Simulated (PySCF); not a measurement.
# Rhodium: a sound run and one with changed settings

Sound run: Rh [Kr] 4d8 5s1, Rh⁺ [Kr] 4d8. All numbers are calculated (PySCF 2.14, scalar relativity through the core potential, in def2-TZVP with the def2 core potential (28 electrons) (6s4p3d1f, 40 functions)). In the sound run the correlated levels freeze 4s2 4p6 outside the core potential. The sound run starts from symmetry-adapted Hartree-Fock orbitals and uses a fine grid where one is needed.

Changed run: all electrons correlated in a basis built for the valence shell.

```
species  method  sound run (hartree)  changed run (hartree)  converged
     Rh     MP2           -109.92249             -110.11985        yes
    Rh⁺     MP2           -109.66698             -109.85707        yes
```

Ionisation energy of Rh:

| method | sound run (eV) | changed run (eV) |
| --- | --- | --- |
| UHF | 6.309 | 6.309 |
| MP2 | 6.953 | 7.151 |
| SCS-MP2 | 6.793 | 6.964 |

A valence basis has no tight correlating functions, so it recovers only part of the core correlation, and not evenly between atom and ion.

For comparison, NIST gives 7.459 eV between the lowest levels.
